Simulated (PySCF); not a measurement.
Two species compared at the same levels of theory.

First species: C5H11OP.
Cartesian coordinates in Å at the GFN2-xTB level; atoms count from 1:
```
atom  x, y, z in Å
C1     2.4337    0.1354    0.4562
C2     2.1845   -0.1160   -0.9904
P3     0.8941   -0.8066   -1.7998
C4    -0.3142   -1.2494   -0.4330
C5    -1.0800   -0.0470    0.1117
C6    -1.9431    0.6047   -0.9685
O7    -2.6419    1.7326   -0.5021
H8     2.3904    1.2073    0.6598
H9     1.7144   -0.3643    1.0991
H10    3.4356   -0.2036    0.7224
H11    2.9877    0.2151   -1.6398
H12    0.2205   -1.7610    0.3708
H13   -1.0230   -1.9649   -0.8605
H14   -1.7215   -0.3715    0.9389
H15   -0.3872    0.7027    0.4989
H16   -2.6392   -0.1386   -1.3852
H17   -1.3058    0.9683   -1.7804
H18   -3.2139    1.4633    0.2256
```

Second species: PH3.
Z-matrix (Å and degrees, GFN2-xTB geometry), rows numbered from 1:
```
P 
H   1  1.3867
H   1  1.3867  2   92.28
H   1  1.3869  2   92.28  3   -92.38
```

Levels: B3LYP/def2-SVPD for dipole moment, HOMO energy, LUMO energy, HOMO–LUMO gap, static isotropic polarisability and electronic spatial extent ⟨r²⟩ about the centre of nuclear charge; TDDFT B3LYP/def2-SVPD for lowest singlet excitation; TDA B3LYP/def2-SVPD for lowest triplet excitation (Tamm–Dancoff). Geometries: GFN2-xTB. Each species is one conformer at its optimised geometry, gas phase, non-relativistic unless stated. Electronic properties by PySCF.

Dipoles, sizes and rotational constants follow the conformer. The torsions of the flexible species, by atom-mapped SMILES:
- `[CH3:1]/[CH:2]=[P:3]\[CH2:4][CH2:5][CH2:6][OH:7]`: C2–P3–C4–C5 77°, P3–C4–C5–C6 62°, C4–C5–C6–O7 -179°, H–O7–C6–C5 -60°

Values for the first species:

| Item | Value |
| --- | --- |
| Dipole moment | 2.59 D |
| HOMO energy | -6.77 eV |
| LUMO energy | -1.50 eV |
| HOMO–LUMO gap | 5.27 eV |
| Lowest singlet excitation | 4.48 eV |
| Lowest triplet excitation (Tamm–Dancoff) | 2.88 eV |
| Static isotropic polarisability | 94.0 au |
| Electronic spatial extent ⟨r²⟩ about the centre of nuclear charge | 1262 bohr² |

(1) Estimate the same properties for the second species, and the change in each.

Results:

(1) 
| property | first | second | second less first |
| --- | --- | --- | --- |
| dipole moment | 2.59 D | 0.62 D | -1.97 D |
| HOMO energy | -6.77 eV | -7.64 eV | -0.87 eV |
| LUMO energy | -1.50 eV | 0.60 eV | +2.10 eV |
| HOMO–LUMO gap | 5.27 eV | 8.24 eV | +2.97 eV |
| lowest singlet excitation | 4.48 eV | 7.18 eV | +2.70 eV |
| lowest triplet excitation (Tamm–Dancoff) | 2.88 eV | 6.11 eV | +3.23 eV |
| static isotropic polarisability | 94.0 au | 28.8 au | -65.2 au |
| electronic spatial extent ⟨r²⟩ about the centre of nuclear charge | 1262 bohr² | 54 bohr² | -1208 bohr² |

On the first: A dipole of 2.59 D is allowed in C1, and pure rotational transitions are dipole-allowed. In wavenumbers S1 is 36100 cm⁻¹ (1 eV = 8065.54 cm⁻¹).

On the second: S1 lies 1.06 eV below the HOMO–LUMO gap; its leading configuration is HOMO→LUMO, weight 1.00. The vertical singlet–triplet gap S1 − T1 is 1.07 eV (TDDFT singlet less Tamm–Dancoff triplet).
